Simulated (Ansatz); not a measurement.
CH6O2Si2, SMILES [SiH2](C([SiH3])=O)O.

Coordinates come from a B3LYP-D3(BJ)/def2-SVP optimisation. The geometry has at least one imaginary mode, so it is a saddle point at that level. This is a generated structure with no PubChem entry under its InChIKey; it may be hypothetical. The values are those of a single conformer.

Two levels are set side by side: PBE/def2-SVPD (Ansatz, a first-principles code) and CAM-B3LYP/def2-SVPD (Ansatz). Energy differences of separate SCF runs at the same geometry; the states with an electron removed or added have multiplicity 2 and 2. Differences are taken from unrounded values.

| quantity | CAM-B3LYP | PBE | PBE minus CAM-B3LYP |
|---|---|---|---|
| vertical ionisation energy (eV) | 9.09 | 8.76 | -0.33 |
| vertical electron affinity (eV) | 0.37 | 0.42 | 0.06 |
| vertical singlet–triplet gap (eV) | 2.01 | 1.96 | -0.05 |
